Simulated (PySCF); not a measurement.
Compound: C2H8AlBrO.
Bonds: C1–O2, O2–C3, O2–Al4, Al4–Br5. Hydrogens: H6, H7, H8 on C1; H9, H10, H11 on C3; H12, H13 on Al4.

The calculation used PBE0-D3(BJ)/def2-SVP geometry optimisation, gas phase in PySCF.

(1) How far are the bound atoms from Al4?

(2) List the angles at Al4.

(3) Describe the arrangement about Al4 in numbers.

(4) What are the other bond lengths?

(5) Give some angles away from the centre.

(6) What are the rotational constants (commonest isotopes, rigid rotor)?

Results:

(1) 4 atoms: H13 1.590 Å, H12 1.590 Å, O2 1.976 Å, Br5 2.321 Å. The nearest atom not counted as bound is H11, at 2.90 Å (others tie with it).

(2) 
```csv
angle,degrees,distance of the outer atoms (Å)
H12–Al4–H13,123.4,2.80
Br5–Al4–H12,114.6,3.31
Br5–Al4–H13,114.1,3.31
O2–Al4–H13,100.8,2.76
O2–Al4–H12,100.6,2.76
O2–Al4–Br5,96.5,3.21
```

(3) Angles from 96.5° to 123.4°; τ4 = (360° − α − β)/141° = 0.87 with α and β the two widest (0 for a square, 1 for a tetrahedron).

(4) C1–O2, O2–C3 1.426 Å; C1–H6 and 5 like bonds 1.099 Å.

(5) C1–O2–C3 113.9°, C1–O2–Al4 117.0°, C3–O2–Al4 116.4°.

(6) A = 3803, B = 1310, C = 1222 MHz: a near-prolate asymmetric top.

Point group: near Cs, missed by 0.13 Å at most; the miss may be what the optimiser left on a soft mode. Charge 0, singlet. Whether it is a minimum is left open (no frequencies).

The values belong to the conformer `[CH3:1][O+:2]([CH3:3])[AlH2-:4][Br:5]`: C1–O2–Al4–Br5 73°.
